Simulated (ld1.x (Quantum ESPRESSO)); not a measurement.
# An all-electron radial function and its pseudo partner (iron)

Columns: radius, all-electron u(r) and pseudo u(r) of the 4p shell (level -14.24 eV) of iron in the configuration [Ar] 3d6 4s0 4p0; LDA (PZ), non-relativistic, TM scheme, ld1.x (Quantum ESPRESSO) 7.5.

| r (bohr) | all-electron | pseudo |
| --- | --- | --- |
| 0.122 | 0.1710 | 0.0030 |
| 0.244 | 0.0774 | 0.0119 |
| 0.366 | -0.1175 | 0.0266 |
| 0.488 | -0.2518 | 0.0470 |
| 0.610 | -0.2953 | 0.0726 |
| 0.732 | -0.2666 | 0.1031 |
| 0.854 | -0.1928 | 0.1382 |
| 0.976 | -0.0954 | 0.1775 |
| 1.098 | 0.0108 | 0.2206 |
| 1.220 | 0.1166 | 0.2670 |
| 1.342 | 0.2165 | 0.3162 |
| 1.464 | 0.3071 | 0.3673 |
| 1.586 | 0.3869 | 0.4191 |
| 1.708 | 0.4553 | 0.4698 |
| 1.830 | 0.5123 | 0.5173 |
| 1.952 | 0.5581 | 0.5593 |
| 2.074 | 0.5935 | 0.5936 |
| 2.196 | 0.6192 | 0.6192 |
| 2.318 | 0.6363 | 0.6363 |
| 2.440 | 0.6456 | 0.6456 |
| 2.562 | 0.6481 | 0.6481 |
| 2.684 | 0.6446 | 0.6446 |
| 2.806 | 0.6362 | 0.6362 |
| 2.928 | 0.6234 | 0.6234 |
| 3.050 | 0.6072 | 0.6072 |
| 3.172 | 0.5883 | 0.5883 |

Problem. How many radial nodes do the two functions have?

Solution. The all-electron 4p function has n − l − 1 = 2; the pseudo-wave has 0, since the states of the same l below it are removed with the core.

Problem. At about which radius was the pseudo-wave matched?

Solution. 2.26 bohr. The columns agree to 0.0005 from 2.07 bohr on; several derivatives are matched, so the curves merge somewhat inside the radius.

Problem. Where does each function peak?

Solution. Outermost all-electron maximum near 2.56 bohr, pseudo maximum near 2.56 bohr (to the table’s step).

Problem. Is the pseudo-wave norm-conserving?

Solution. Yes: the TM scheme keeps the norm inside the radius equal to the all-electron one, which fixes the energy derivative of the logarithmic derivative at the level.
